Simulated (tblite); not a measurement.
Compound: C6H13F.
Numbering: `[CH3:1][CH2:2][C@@H:3]([CH3:4])[C@@H:5]([CH3:6])[F:7]` (hydrogens: H8, H9, H10 on C1; H11, H12 on C2; H13 on C3; H14, H15, H16 on C4; H17 on C5; H18, H19, H20 on C6)

Computed with GFN2-xTB (tblite), gas phase: Langevin dynamics at 600 K from the optimised GFN2-xTB geometry, time step 0.5 fs, friction 0.01 fs⁻¹, 2000 steps. The instantaneous temperature is 2·E(kin)/(3Nk) with all 3N coordinates.

```json
{"t (fs)": "0", "T (K)": "493", "E(pot) above start (eV)": "0.000", "C1–C2 (Å)": "1.525", "C2–C3 (Å)": "1.535", "C3–C4 (Å)": "1.529", "C3–C5 (Å)": "1.534", "C5–C6 (Å)": "1.521", "C1–H8 (Å)": "1.088", "C1–C2–C3–C4 (°)": "-67"}
{"t (fs)": "25", "T (K)": "359", "E(pot) above start (eV)": "0.949", "C1–C2 (Å)": "1.541", "C2–C3 (Å)": "1.437", "C3–C4 (Å)": "1.508", "C3–C5 (Å)": "1.522", "C5–C6 (Å)": "1.557", "C1–H8 (Å)": "1.114", "C1–C2–C3–C4 (°)": "-70"}
{"t (fs)": "50", "T (K)": "379", "E(pot) above start (eV)": "1.028", "C1–C2 (Å)": "1.609", "C2–C3 (Å)": "1.552", "C3–C4 (Å)": "1.584", "C3–C5 (Å)": "1.609", "C5–C6 (Å)": "1.495", "C1–H8 (Å)": "1.037", "C1–C2–C3–C4 (°)": "-66"}
{"t (fs)": "75", "T (K)": "514", "E(pot) above start (eV)": "0.792", "C1–C2 (Å)": "1.562", "C2–C3 (Å)": "1.483", "C3–C4 (Å)": "1.522", "C3–C5 (Å)": "1.510", "C5–C6 (Å)": "1.495", "C1–H8 (Å)": "1.078", "C1–C2–C3–C4 (°)": "-67"}
{"t (fs)": "100", "T (K)": "553", "E(pot) above start (eV)": "1.025", "C1–C2 (Å)": "1.541", "C2–C3 (Å)": "1.527", "C3–C4 (Å)": "1.546", "C3–C5 (Å)": "1.514", "C5–C6 (Å)": "1.523", "C1–H8 (Å)": "1.182", "C1–C2–C3–C4 (°)": "-77"}
{"t (fs)": "125", "T (K)": "468", "E(pot) above start (eV)": "1.539", "C1–C2 (Å)": "1.536", "C2–C3 (Å)": "1.535", "C3–C4 (Å)": "1.569", "C3–C5 (Å)": "1.577", "C5–C6 (Å)": "1.599", "C1–H8 (Å)": "1.137", "C1–C2–C3–C4 (°)": "-92"}
{"t (fs)": "150", "T (K)": "489", "E(pot) above start (eV)": "1.717", "C1–C2 (Å)": "1.519", "C2–C3 (Å)": "1.477", "C3–C4 (Å)": "1.544", "C3–C5 (Å)": "1.493", "C5–C6 (Å)": "1.640", "C1–H8 (Å)": "1.063", "C1–C2–C3–C4 (°)": "-88"}
{"t (fs)": "175", "T (K)": "743", "E(pot) above start (eV)": "1.082", "C1–C2 (Å)": "1.561", "C2–C3 (Å)": "1.548", "C3–C4 (Å)": "1.561", "C3–C5 (Å)": "1.594", "C5–C6 (Å)": "1.545", "C1–H8 (Å)": "1.028", "C1–C2–C3–C4 (°)": "-69"}
{"t (fs)": "200", "T (K)": "678", "E(pot) above start (eV)": "1.109", "C1–C2 (Å)": "1.509", "C2–C3 (Å)": "1.551", "C3–C4 (Å)": "1.571", "C3–C5 (Å)": "1.548", "C5–C6 (Å)": "1.505", "C1–H8 (Å)": "1.127", "C1–C2–C3–C4 (°)": "-60"}
{"t (fs)": "225", "T (K)": "494", "E(pot) above start (eV)": "1.937", "C1–C2 (Å)": "1.482", "C2–C3 (Å)": "1.545", "C3–C4 (Å)": "1.545", "C3–C5 (Å)": "1.561", "C5–C6 (Å)": "1.541", "C1–H8 (Å)": "1.164", "C1–C2–C3–C4 (°)": "-68"}
{"t (fs)": "250", "T (K)": "725", "E(pot) above start (eV)": "1.379", "C1–C2 (Å)": "1.591", "C2–C3 (Å)": "1.515", "C3–C4 (Å)": "1.470", "C3–C5 (Å)": "1.569", "C5–C6 (Å)": "1.539", "C1–H8 (Å)": "1.054", "C1–C2–C3–C4 (°)": "-62"}
{"t (fs)": "275", "T (K)": "570", "E(pot) above start (eV)": "1.593", "C1–C2 (Å)": "1.632", "C2–C3 (Å)": "1.597", "C3–C4 (Å)": "1.519", "C3–C5 (Å)": "1.531", "C5–C6 (Å)": "1.557", "C1–H8 (Å)": "1.050", "C1–C2–C3–C4 (°)": "-58"}
{"t (fs)": "300", "T (K)": "635", "E(pot) above start (eV)": "1.617", "C1–C2 (Å)": "1.519", "C2–C3 (Å)": "1.541", "C3–C4 (Å)": "1.569", "C3–C5 (Å)": "1.442", "C5–C6 (Å)": "1.611", "C1–H8 (Å)": "1.194", "C1–C2–C3–C4 (°)": "-70"}
{"t (fs)": "325", "T (K)": "643", "E(pot) above start (eV)": "1.446", "C1–C2 (Å)": "1.479", "C2–C3 (Å)": "1.517", "C3–C4 (Å)": "1.553", "C3–C5 (Å)": "1.450", "C5–C6 (Å)": "1.613", "C1–H8 (Å)": "1.140", "C1–C2–C3–C4 (°)": "-65"}
{"t (fs)": "350", "T (K)": "412", "E(pot) above start (eV)": "1.499", "C1–C2 (Å)": "1.590", "C2–C3 (Å)": "1.566", "C3–C4 (Å)": "1.529", "C3–C5 (Å)": "1.523", "C5–C6 (Å)": "1.601", "C1–H8 (Å)": "1.044", "C1–C2–C3–C4 (°)": "-78"}
{"t (fs)": "375", "T (K)": "518", "E(pot) above start (eV)": "1.240", "C1–C2 (Å)": "1.600", "C2–C3 (Å)": "1.545", "C3–C4 (Å)": "1.575", "C3–C5 (Å)": "1.493", "C5–C6 (Å)": "1.520", "C1–H8 (Å)": "1.079", "C1–C2–C3–C4 (°)": "-89"}
{"t (fs)": "400", "T (K)": "526", "E(pot) above start (eV)": "1.464", "C1–C2 (Å)": "1.506", "C2–C3 (Å)": "1.575", "C3–C4 (Å)": "1.567", "C3–C5 (Å)": "1.494", "C5–C6 (Å)": "1.541", "C1–H8 (Å)": "1.116", "C1–C2–C3–C4 (°)": "-93"}
{"t (fs)": "425", "T (K)": "821", "E(pot) above start (eV)": "0.849", "C1–C2 (Å)": "1.550", "C2–C3 (Å)": "1.606", "C3–C4 (Å)": "1.586", "C3–C5 (Å)": "1.487", "C5–C6 (Å)": "1.530", "C1–H8 (Å)": "1.087", "C1–C2–C3–C4 (°)": "-72"}
{"t (fs)": "450", "T (K)": "516", "E(pot) above start (eV)": "1.819", "C1–C2 (Å)": "1.520", "C2–C3 (Å)": "1.485", "C3–C4 (Å)": "1.506", "C3–C5 (Å)": "1.540", "C5–C6 (Å)": "1.581", "C1–H8 (Å)": "1.070", "C1–C2–C3–C4 (°)": "-66"}
{"t (fs)": "475", "T (K)": "486", "E(pot) above start (eV)": "1.592", "C1–C2 (Å)": "1.542", "C2–C3 (Å)": "1.517", "C3–C4 (Å)": "1.586", "C3–C5 (Å)": "1.593", "C5–C6 (Å)": "1.541", "C1–H8 (Å)": "1.061", "C1–C2–C3–C4 (°)": "-58"}
{"t (fs)": "500", "T (K)": "675", "E(pot) above start (eV)": "1.081", "C1–C2 (Å)": "1.555", "C2–C3 (Å)": "1.536", "C3–C4 (Å)": "1.537", "C3–C5 (Å)": "1.512", "C5–C6 (Å)": "1.432", "C1–H8 (Å)": "1.096", "C1–C2–C3–C4 (°)": "-61"}
{"t (fs)": "525", "T (K)": "741", "E(pot) above start (eV)": "0.951", "C1–C2 (Å)": "1.544", "C2–C3 (Å)": "1.511", "C3–C4 (Å)": "1.567", "C3–C5 (Å)": "1.573", "C5–C6 (Å)": "1.490", "C1–H8 (Å)": "1.096", "C1–C2–C3–C4 (°)": "-64"}
{"t (fs)": "550", "T (K)": "506", "E(pot) above start (eV)": "1.363", "C1–C2 (Å)": "1.510", "C2–C3 (Å)": "1.537", "C3–C4 (Å)": "1.575", "C3–C5 (Å)": "1.564", "C5–C6 (Å)": "1.567", "C1–H8 (Å)": "1.107", "C1–C2–C3–C4 (°)": "-75"}
{"t (fs)": "575", "T (K)": "644", "E(pot) above start (eV)": "1.150", "C1–C2 (Å)": "1.576", "C2–C3 (Å)": "1.496", "C3–C4 (Å)": "1.549", "C3–C5 (Å)": "1.516", "C5–C6 (Å)": "1.525", "C1–H8 (Å)": "1.118", "C1–C2–C3–C4 (°)": "-89"}
{"t (fs)": "600", "T (K)": "619", "E(pot) above start (eV)": "1.365", "C1–C2 (Å)": "1.569", "C2–C3 (Å)": "1.553", "C3–C4 (Å)": "1.558", "C3–C5 (Å)": "1.570", "C5–C6 (Å)": "1.498", "C1–H8 (Å)": "1.131", "C1–C2–C3–C4 (°)": "-92"}
{"t (fs)": "625", "T (K)": "477", "E(pot) above start (eV)": "1.330", "C1–C2 (Å)": "1.598", "C2–C3 (Å)": "1.500", "C3–C4 (Å)": "1.527", "C3–C5 (Å)": "1.533", "C5–C6 (Å)": "1.444", "C1–H8 (Å)": "1.021", "C1–C2–C3–C4 (°)": "-81"}
{"t (fs)": "650", "T (K)": "698", "E(pot) above start (eV)": "1.055", "C1–C2 (Å)": "1.516", "C2–C3 (Å)": "1.563", "C3–C4 (Å)": "1.560", "C3–C5 (Å)": "1.560", "C5–C6 (Å)": "1.554", "C1–H8 (Å)": "1.086", "C1–C2–C3–C4 (°)": "-76"}
{"t (fs)": "675", "T (K)": "453", "E(pot) above start (eV)": "1.607", "C1–C2 (Å)": "1.438", "C2–C3 (Å)": "1.593", "C3–C4 (Å)": "1.465", "C3–C5 (Å)": "1.539", "C5–C6 (Å)": "1.593", "C1–H8 (Å)": "1.161", "C1–C2–C3–C4 (°)": "-68"}
{"t (fs)": "700", "T (K)": "522", "E(pot) above start (eV)": "1.551", "C1–C2 (Å)": "1.582", "C2–C3 (Å)": "1.558", "C3–C4 (Å)": "1.441", "C3–C5 (Å)": "1.542", "C5–C6 (Å)": "1.567", "C1–H8 (Å)": "1.075", "C1–C2–C3–C4 (°)": "-54"}
{"t (fs)": "725", "T (K)": "578", "E(pot) above start (eV)": "1.924", "C1–C2 (Å)": "1.633", "C2–C3 (Å)": "1.522", "C3–C4 (Å)": "1.539", "C3–C5 (Å)": "1.673", "C5–C6 (Å)": "1.519", "C1–H8 (Å)": "1.031", "C1–C2–C3–C4 (°)": "-62"}
{"t (fs)": "750", "T (K)": "668", "E(pot) above start (eV)": "1.684", "C1–C2 (Å)": "1.596", "C2–C3 (Å)": "1.471", "C3–C4 (Å)": "1.584", "C3–C5 (Å)": "1.569", "C5–C6 (Å)": "1.444", "C1–H8 (Å)": "1.091", "C1–C2–C3–C4 (°)": "-56"}
{"t (fs)": "775", "T (K)": "735", "E(pot) above start (eV)": "1.203", "C1–C2 (Å)": "1.494", "C2–C3 (Å)": "1.566", "C3–C4 (Å)": "1.596", "C3–C5 (Å)": "1.491", "C5–C6 (Å)": "1.599", "C1–H8 (Å)": "1.109", "C1–C2–C3–C4 (°)": "-45"}
{"t (fs)": "800", "T (K)": "679", "E(pot) above start (eV)": "1.588", "C1–C2 (Å)": "1.508", "C2–C3 (Å)": "1.514", "C3–C4 (Å)": "1.563", "C3–C5 (Å)": "1.491", "C5–C6 (Å)": "1.634", "C1–H8 (Å)": "1.095", "C1–C2–C3–C4 (°)": "-39"}
{"t (fs)": "825", "T (K)": "543", "E(pot) above start (eV)": "1.847", "C1–C2 (Å)": "1.533", "C2–C3 (Å)": "1.500", "C3–C4 (Å)": "1.622", "C3–C5 (Å)": "1.531", "C5–C6 (Å)": "1.550", "C1–H8 (Å)": "1.016", "C1–C2–C3–C4 (°)": "-52"}
{"t (fs)": "850", "T (K)": "682", "E(pot) above start (eV)": "1.429", "C1–C2 (Å)": "1.541", "C2–C3 (Å)": "1.625", "C3–C4 (Å)": "1.590", "C3–C5 (Å)": "1.491", "C5–C6 (Å)": "1.507", "C1–H8 (Å)": "1.076", "C1–C2–C3–C4 (°)": "-54"}
{"t (fs)": "875", "T (K)": "716", "E(pot) above start (eV)": "1.280", "C1–C2 (Å)": "1.459", "C2–C3 (Å)": "1.496", "C3–C4 (Å)": "1.541", "C3–C5 (Å)": "1.528", "C5–C6 (Å)": "1.503", "C1–H8 (Å)": "1.177", "C1–C2–C3–C4 (°)": "-44"}
{"t (fs)": "900", "T (K)": "517", "E(pot) above start (eV)": "1.517", "C1–C2 (Å)": "1.538", "C2–C3 (Å)": "1.542", "C3–C4 (Å)": "1.609", "C3–C5 (Å)": "1.584", "C5–C6 (Å)": "1.553", "C1–H8 (Å)": "1.131", "C1–C2–C3–C4 (°)": "-44"}
{"t (fs)": "925", "T (K)": "728", "E(pot) above start (eV)": "1.042", "C1–C2 (Å)": "1.610", "C2–C3 (Å)": "1.613", "C3–C4 (Å)": "1.527", "C3–C5 (Å)": "1.527", "C5–C6 (Å)": "1.544", "C1–H8 (Å)": "1.065", "C1–C2–C3–C4 (°)": "-62"}
{"t (fs)": "950", "T (K)": "529", "E(pot) above start (eV)": "1.541", "C1–C2 (Å)": "1.528", "C2–C3 (Å)": "1.574", "C3–C4 (Å)": "1.473", "C3–C5 (Å)": "1.544", "C5–C6 (Å)": "1.573", "C1–H8 (Å)": "1.089", "C1–C2–C3–C4 (°)": "-78"}
{"t (fs)": "975", "T (K)": "396", "E(pot) above start (eV)": "1.686", "C1–C2 (Å)": "1.513", "C2–C3 (Å)": "1.600", "C3–C4 (Å)": "1.591", "C3–C5 (Å)": "1.439", "C5–C6 (Å)": "1.491", "C1–H8 (Å)": "1.117", "C1–C2–C3–C4 (°)": "-74"}
{"t (fs)": "1000", "T (K)": "540", "E(pot) above start (eV)": "1.295", "C1–C2 (Å)": "1.570", "C2–C3 (Å)": "1.600", "C3–C4 (Å)": "1.610", "C3–C5 (Å)": "1.528", "C5–C6 (Å)": "1.537", "C1–H8 (Å)": "1.049", "C1–C2–C3–C4 (°)": "-79"}
```

**Question.** From 500 fs on, how do temperature and potential energy compare with equipartition?

**Answer.** The mean temperature of these 21 frames is 602 K against the target 600 K, and the mean potential energy 1.40 eV against 54 × kT/2 = 1.40 eV for 54 classical harmonic modes. For 20 atoms in a canonical ensemble the temperature itself scatters by T·√(2/(3N)) = 110 K; here its standard deviation is 101 K. The whole run lasts only 10 friction times of 100 fs, so these averages carry a wide statistical error.

**Question.** What are the kinetic and total energies of the listed frame with the highest potential energy?

**Answer.** The one at 225 fs, 1.937 eV above the start. Its kinetic energy is 3NkT/2 = 1.276 eV at 494 K, so the sum is 3.21 eV; over the listed frames the sum runs from 1.27 to 3.42 eV, since the thermostat adds and removes energy.

**Question.** How much do the listed bonds fluctuate from 500 fs on?

**Answer.** 
```json
{"bond": "C1–C2", "at the start (Å)": "1.525", "mean (Å)": "1.543", "standard deviation (Å)": "0.047"}
{"bond": "C2–C3", "at the start (Å)": "1.535", "mean (Å)": "1.546", "standard deviation (Å)": "0.043"}
{"bond": "C3–C4", "at the start (Å)": "1.529", "mean (Å)": "1.553", "standard deviation (Å)": "0.047"}
{"bond": "C3–C5", "at the start (Å)": "1.534", "mean (Å)": "1.538", "standard deviation (Å)": "0.045"}
{"bond": "C5–C6", "at the start (Å)": "1.521", "mean (Å)": "1.530", "standard deviation (Å)": "0.052"}
{"bond": "C1–H8", "at the start (Å)": "1.088", "mean (Å)": "1.092", "standard deviation (Å)": "0.041"}
```

The motion is classical and holds no zero-point motion.

What follows is the cost of the whole dynamics run. Hardware: one thread of an x86-64 server, shared host. Cost: 15 s wall.
